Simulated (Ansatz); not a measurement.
Basis-set extrapolation for CH$_{7}$NOSi$_{2}$ (`N[SiH2]C1O[SiH2]1`) (PBE0-D4/def2-TZVP geometry, frozen core, Ansatz). Multiplicity 1, RHF reference.

|  | def2-TZVPP | def2-QZVPP |
| --- | --- | --- |
| HF | -749.220668 | -749.247670 |
| MP2 correlation | -0.861529 | -0.925162 |
| CCSD(T) correlation | -0.941848 | not run |

Energies in hartree. Use E(X) = E(∞) + A·exp(−7.88·√X) for Hartree–Fock and E(X) = E(∞) + B·X^(−2.97) for correlation, with X = 3 and 4, and add CCSD(T) minus MP2 of the smaller set to the MP2 limit.

Question: What is the CCSD(T) energy at the basis-set limit?

Answer: HF limit: -749.247670 + (-0.027002) × 0.13774 = -749.25139. MP2 limit: -0.925162 + (-0.063633) × 0.74074 = -0.97230. Higher-order term: -0.941848 − (-0.861529) = -0.08032. Total: -750.30401 hartree, 88.8 kcal/mol below CCSD(T)/def2-TZVPP.
